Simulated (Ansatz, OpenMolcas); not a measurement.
C2H5AlBN (SMILES B[C]1=C[NH][AlH]1): the energy, rung by rung

C2H5AlBN has 10 atoms, charge 0, and is taken as a singlet. SMILES: `B[C]1=C[NH][AlH]1`. The shape is that of a PBE0-D4/def2-TZVP optimisation.

```jsonl
{"atom": "B", "x (Å)": "-1.2530", "y (Å)": "0.5767", "z (Å)": "-1.4187"}
{"atom": "C", "x (Å)": "-0.1438", "y (Å)": "0.2428", "z (Å)": "-0.4788"}
{"atom": "C", "x (Å)": "-0.3150", "y (Å)": "-0.4713", "z (Å)": "0.7023"}
{"atom": "N", "x (Å)": "0.8209", "y (Å)": "-0.6735", "z (Å)": "1.4228"}
{"atom": "Al", "x (Å)": "1.6885", "y (Å)": "0.2649", "z (Å)": "0.0805"}
{"atom": "H", "x (Å)": "-2.3757", "y (Å)": "0.2170", "z (Å)": "-1.1617"}
{"atom": "H", "x (Å)": "-1.0762", "y (Å)": "1.1954", "z (Å)": "-2.4326"}
{"atom": "H", "x (Å)": "-1.2730", "y (Å)": "-0.8592", "z (Å)": "1.0617"}
{"atom": "H", "x (Å)": "0.7920", "y (Å)": "-1.1794", "z (Å)": "2.2897"}
{"atom": "H", "x (Å)": "3.2184", "y (Å)": "0.6355", "z (Å)": "-0.0622"}
```

Quantity: the energy change with the B1–H7 bond stretched from 1.201 to 2.161 Å, in eV. The values are calculated.

```csv
level,kind,program,value (eV),CPU time (all runs)
HF/6-31G* (spherical functions) (unrestricted),Hartree–Fock,OpenMolcas,3.34,17 s
BLYP/6-31G* (spherical functions) (restricted),GGA,Ansatz,2.79,15 s
r2SCAN/6-31G* (spherical functions) (restricted),meta-GGA,Ansatz,2.95,32 s
BHLYP/6-31G* (spherical functions) (restricted),global hybrid,Ansatz,3.24,20 s
wB97M-V/6-31G* (spherical functions) (restricted),range-separated hybrid,Ansatz,3.11,3.4 min
B2PLYP/6-31G* (spherical functions) (restricted),double hybrid,Ansatz,3.06,26 s
RPA@PBE/6-31G* (spherical functions) (restricted),RPA,Ansatz,2.82,26 s
MP2/6-31G* (spherical functions) (restricted),perturbation theory,Ansatz,3.15,7.3 s
BCCD(T)/6-31G* (spherical functions) (restricted),coupled cluster or CI,Ansatz,2.80,51 s
CCSD/6-31G* (spherical functions) (restricted),coupled cluster or CI,Ansatz,2.87,29 s
```

The first shape isn't each level's own minimum. The values span 2.79 to 3.34 eV. Times are those of the runs behind each value, whatever else they computed, on shared processors of several kinds: orders of magnitude only.
